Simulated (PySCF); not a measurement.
C6H14O3, triplet, at the geometry of the source list (a higher spin typed on purpose: for a closed-shell molecule this is an excited state) (in this run its highest filled SCF level lies above zero, so its values depend strongly on the basis, on diffuse functions most of all); PySCF with HF/STO-3G.

Here is a job for PySCF.
```python
from pyscf import gto, scf

mol = gto.Mole()
mol.atom = '''
    C    -4.34860000    0.20570000   -0.28640000
    O    -3.33500000    0.98350000    0.30130000
    C    -2.03970000    0.74410000   -0.19220000
    C    -1.39430000   -0.52630000    0.39980000
    O    -0.10350000   -0.77260000   -0.10560000
    C     0.91840000    0.00900000    0.46900000
    C     2.24540000   -0.43400000   -0.13880000
    O     3.27350000    0.33790000    0.42930000
    C     4.54470000    0.01450000   -0.07090000
    H    -5.28380000    0.54890000    0.15120000
    H    -4.22770000   -0.86310000   -0.07880000
    H    -4.38060000    0.35320000   -1.37380000
    H    -2.04130000    0.66600000   -1.28890000
    H    -1.45500000    1.62160000    0.09510000
    H    -1.98190000   -1.40430000    0.11930000
    H    -1.38260000   -0.44560000    1.49580000
    H     0.94990000   -0.13270000    1.55930000
    H     0.77700000    1.07910000    0.26940000
    H     2.20780000   -0.29660000   -1.23020000
    H     2.40110000   -1.50510000    0.06040000
    H     4.60340000    0.18450000   -1.15370000
    H     5.25250000    0.66540000    0.43700000
    H     4.80020000   -1.03330000    0.13260000
'''
mol.basis = 'sto-3g'
mol.spin = 2
mol.verbose = 5
mol.build()

mf = scf.UHF(mol)
mf.kernel()
mf.analyze()
```

Output, abridged:

```
PySCF version 2.14.0

[INPUT] verbose = 5
[INPUT] max_memory = 4000
[INPUT] num. atoms = 23
[INPUT] num. electrons = 74
[INPUT] charge = 0
[INPUT] spin (= nelec alpha-beta = 2S) = 2
[INPUT] symmetry False subgroup None
[INPUT] Mole.unit = angstrom
[INPUT] Symbol           X                Y                Z      unit          X                Y                Z       unit  Magmom
[...]
[INPUT] ---------------- BASIS SET ----------------
[INPUT] l, kappa, [nprim/nctr], expnt,             c_1 c_2 ...
[INPUT] O
[...]
                                23.808861         0.53532814
                                6.4436083         0.44463454
[...]
                                1.1695961         0.39951283
                                0.380389          0.70011547
[...]
                                1.1695961         0.60768372
                                0.380389          0.39195739
[INPUT] H
[...]
                                0.62391373        0.53532814
                                0.1688554         0.44463454
[INPUT] C
[...]
                                13.045096         0.53532814
                                3.5305122         0.44463454
[...]
                                0.6834831         0.39951283
                                0.2222899         0.70011547
[...]
                                0.6834831         0.60768372
                                0.2222899         0.39195739

nuclear repulsion = 470.947753592807
number of shells = 41
number of NR pGTOs = 177
number of NR cGTOs = 59
basis = sto-3g
ecp = {}

******** <class 'pyscf.scf.uhf.UHF'> ********
method = UHF
initial guess = minao
damping factor = 0
level_shift factor = 0
DIIS = <class 'pyscf.scf.diis.CDIIS'>
diis_start_cycle = 1
diis_space = 8
diis_damp = 0
SCF conv_tol = 1e-09
SCF conv_tol_grad = None
SCF max_cycles = 50
direct_scf = True
direct_scf_tol = 1e-13
number electrons alpha = 38  beta = 36
Set gradient conv threshold to 3.16228e-05
E1 = -1549.0538297519731  E2 = 622.3380652590499  Ecoul = 683.8359422376681  Exc = -61.49787697861814
init E= -455.768010900116
cond(S) = 11.339062895698097

  alpha mo_energy =
[-20.62978148 -20.62234734 -20.6206873  -11.13904674 -11.13541109
 -11.13433528 -11.13245281 -11.12495692 -11.12378168  -1.83769345
  -1.78142241  -1.72549564  -1.36231773  -1.25383869  -1.13192309
  -1.05098396  -0.96168292  -0.91708863  -0.6989657   -0.67712866
  -0.67229641  -0.6394061   -0.617427    -0.61420631  -0.58215189
[...]
converged SCF energy = -453.761196699977  <S^2> = 2.0096891  2S+1 = 3.0064524
Total Energy =                        -453.761196699976551
[...]
spin density of  0 C =     -0.00061
spin density of  1 O =      0.03845
spin density of  2 C =      0.00608
spin density of  3 C =      0.39828
spin density of  4 O =      1.21309
spin density of  5 C =      0.36258
spin density of  6 C =     -0.03605
spin density of  7 O =      0.02836
spin density of  8 C =      0.00680
spin density of  9 H =      0.00050
spin density of  10 H =      0.00021
spin density of  11 H =     -0.00005
spin density of  12 H =      0.00251
spin density of  13 H =      0.00243
spin density of  14 H =     -0.02638
spin density of  15 H =     -0.01190
spin density of  16 H =      0.00087
spin density of  17 H =      0.00573
spin density of  18 H =      0.00524
spin density of  19 H =      0.00454
spin density of  20 H =     -0.00054
spin density of  21 H =      0.00040
spin density of  22 H =     -0.00053
 ** Mulliken pop alpha/beta on meta-lowdin orthogonal AOs **
 ** Mulliken pop       alpha | beta **
In total            38.00000 | 36.00000
 ** Mulliken atomic charges   ( Nelec_alpha | Nelec_beta ) **
charge of  0C =     -0.00453  (     3.00196      3.00257 )
charge of  1O =     -0.19110  (     4.11477      4.07633 )
charge of  2C =      0.04627  (     2.97990      2.97382 )
charge of  3C =     -0.10935  (     3.25382      2.85554 )
charge of  4O =      0.16067  (     4.52621      3.31312 )
charge of  5C =     -0.08802  (     3.22530      2.86272 )
charge of  6C =      0.04009  (     2.96193      2.99798 )
charge of  7O =     -0.19364  (     4.11100      4.08264 )
charge of  8C =     -0.00592  (     3.00636      2.99956 )
charge of  9H =      0.04090  (     0.47980      0.47930 )
charge of  10H =      0.02564  (     0.48728      0.48708 )
charge of  11H =      0.02378  (     0.48809      0.48814 )
charge of  12H =      0.01495  (     0.49378      0.49127 )
charge of  13H =      0.03127  (     0.48558      0.48315 )
charge of  14H =      0.01185  (     0.48089      0.50727 )
charge of  15H =      0.02360  (     0.48225      0.49415 )
charge of  16H =      0.03257  (     0.48415      0.48328 )
charge of  17H =      0.03586  (     0.48494      0.47920 )
charge of  18H =      0.01011  (     0.49756      0.49232 )
charge of  19H =      0.01046  (     0.49704      0.49250 )
charge of  20H =      0.02270  (     0.48838      0.48892 )
charge of  21H =      0.03910  (     0.48065      0.48025 )
charge of  22H =      0.02278  (     0.48834      0.48888 )
Dipole moment(X, Y, Z, Debye):  0.22165, -1.70929, -1.50126
```
